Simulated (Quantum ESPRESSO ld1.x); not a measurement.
The numbers below are computed, except where a source is named.
Q: The mean radii <r> (bohr) of the occupied orbitals of an atom or ion are listed with their occupations. Level of theory: Dirac Kohn-Sham, BP86, spin-unpolarised, spherical densities, point nucleus (ld1.x of Quantum ESPRESSO 7.5).

| orbital | occ. | <r> |
|---|---|---|
| 1s1/2 | 2 | 0.01686 |
| 2s1/2 | 2 | 0.07044 |
| 2p1/2 | 2 | 0.05797 |
| 2p3/2 | 4 | 0.06653 |
| 3s1/2 | 2 | 0.1832 |
| 3p1/2 | 2 | 0.1736 |
| 3p3/2 | 4 | 0.1892 |
| 3d3/2 | 4 | 0.1648 |
| 3d5/2 | 6 | 0.1696 |
| 4s1/2 | 2 | 0.4068 |
| 4p1/2 | 2 | 0.4093 |
| 4p3/2 | 4 | 0.4433 |
| 4d3/2 | 4 | 0.4518 |
| 4d5/2 | 6 | 0.4630 |
| 5s1/2 | 2 | 0.9235 |
| 4f5/2 | 6 | 0.4943 |
| 4f7/2 | 8 | 0.5012 |
| 5p1/2 | 1.66667 | 0.9966 |
| 5p3/2 | 3.33333 | 1.093 |
| 5d3/2 | 4 | 1.471 |
| 5d5/2 | 6 | 1.530 |
| 6s1/2 | 1 | 2.532 |

Name the element and its charge. Open shells, if any, are shared by 2j + 1.

A: Z = 79, gold, charge +1: Au+ in [Kr] 4d10 4f14 5s2 5p5 5d10 6s1. The 1s radius gives Z: for a bare nucleus <r> = (2 gamma + 1)/(2Z) with gamma = sqrt(1 - (Z/c)^2), 0.01667 bohr for Z = 79, and screening makes it slightly larger (0.01686 here). The occupations add up to 78, and the charge is Z minus that.
